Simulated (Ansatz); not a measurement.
Geometry optimisation, Ansatz 0.2.0, RKS PBE-D4/def2-SVP.

input.yaml

```yaml
crystal:
  periodic: [false, false, false]
  atoms:
    - { symbol: "N", position_ang: [0.4027, 1.1241, 1.8045] }
    - { symbol: C, position_ang: [0.4393, 0.0806, 1.0995] }
    - { symbol: O, position_ang: [0.7849, -1.2987, 0.9882] }
    - { symbol: B, position_ang: [0.301, -0.6377, -0.1784] }
    - { symbol: "N", position_ang: [-0.3012, -0.7172, -1.615] }
    - { symbol: H, position_ang: [-0.0466, 2.0483, 1.3636] }
    - { symbol: H, position_ang: [-0.70185, -1.64767, -1.73346] }
    - { symbol: H, position_ang: [0.54667, -0.62241, -2.25415] }
basis:
  gaussian: { orbitals: def2-SVP }
hamiltonian:
  xc: pbe
  dispersion: d4
relax:
  f_tol: 0.015
  max_steps: 40
```

Launched with:

```bash
$ ansatz run input.yaml --threads 1 --pin off --max-ram 2048MiB --backend cpu --events-out ev --progress --plain --runs-dir out
```

Problem. Where does it end, and by what steps?

Solution. The run converged. After 11 steps the energy has fallen by 1.870 eV; H7 moved furthest, 0.72 Å.

```csv
step,energy less start (eV),largest force component (eV/Å),accepted
0,0.0000,3.426,yes
1,-0.8840,2.336,yes
2,-1.4067,2.002,yes
3,-1.6805,1.021,yes
4,-1.8243,0.837,yes
5,-1.8550,0.355,yes
6,-1.8573,0.356,yes
7,-1.8692,0.088,yes
8,-1.8683,0.100,no
9,-1.8687,0.123,no
10,-1.8695,0.041,yes
11,-1.8696,0.003,yes
```

```xyz
8
Properties=species:S:1:pos:R:3
N 0.433 1.080 1.932
C 0.303 0.291 0.958
O 0.251 -1.150 1.004
B 0.144 -0.574 -0.260
N -0.007 -1.005 -1.571
H 0.436 2.053 1.587
H -0.071 -1.995 -1.812
H -0.063 -0.369 -2.364
```

Whether the end is a true minimum wasn't checked by a vibrational analysis.

Time of the run: 34 s on 1 thread of Arm Neoverse V2, on a shared host, peak memory 0.14 GiB.
